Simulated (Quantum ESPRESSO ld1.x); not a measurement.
Problem. The mean radii <r> (bohr) of the occupied orbitals of an atom or ion are listed with their occupations. Method: scalar-relativistic Kohn-Sham, LDA (Slater exchange, Perdew-Zunger correlation), spin-polarised, spherical densities, point nucleus; computed with ld1.x of Quantum ESPRESSO 7.5.

orbital  occ.      <r>
1s up       1  0.05223
1s down     1  0.05223
2s up       1   0.2350
2s down     1   0.2350
2p up       3   0.2061
2p down     3   0.2061
3s up       1   0.6400
3s down     1   0.6392
3p up       3   0.6412
3p down     3   0.6401
4s up       1    1.366

Name the element and its charge. Open shells, if any, are filled with parallel spins first.

Solution. Z = 29, copper, charge +10: Cu10+ in [Ar] 4s1. The 1s radius gives Z: for a bare nucleus <r> = (2 gamma + 1)/(2Z) with gamma = sqrt(1 - (Z/c)^2), 0.05094 bohr for Z = 29, and screening makes it slightly larger (0.05223 here). The occupations add up to 19, and the charge is Z minus that.
